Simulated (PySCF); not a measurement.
# MP for M along group 15

PBE0 with triple-zeta basis sets in PySCF, for the lowest determinant that a PBE0 search found; no spin–orbit coupling. De refers to high-spin ground-configuration atoms. A positive dipole means M(−)P(+).

```
 M         basis  state (unpaired electrons)  Re (Å)  ωe (cm⁻¹)  De (eV)  μ (D)
 N    def2-TZVPP      singlet (closed shell)   1.479       1428     5.98   2.84
 P    def2-TZVPP      singlet (closed shell)   1.882        833     4.83    n/a
Sb  x2c-TZVPPall      singlet (closed shell)   2.183        547     3.45  -1.53
Bi    def2-TZVPP      singlet (closed shell)   2.260        493     3.03  -2.15
```

By what factor does the well depth vary along the series?

At PBE0 it runs from 3.03 eV (BiP) to 5.98 eV (PN), a factor of 1.97.

The rows differ in basis set, which adds steps of its own.

Down a group the atoms grow and get heavier, so bonds lengthen and wavenumbers fall; this series shows no clear exception.

These are scalar-relativistic numbers at best; spin–orbit coupling would shift them, the dissociation energy most.
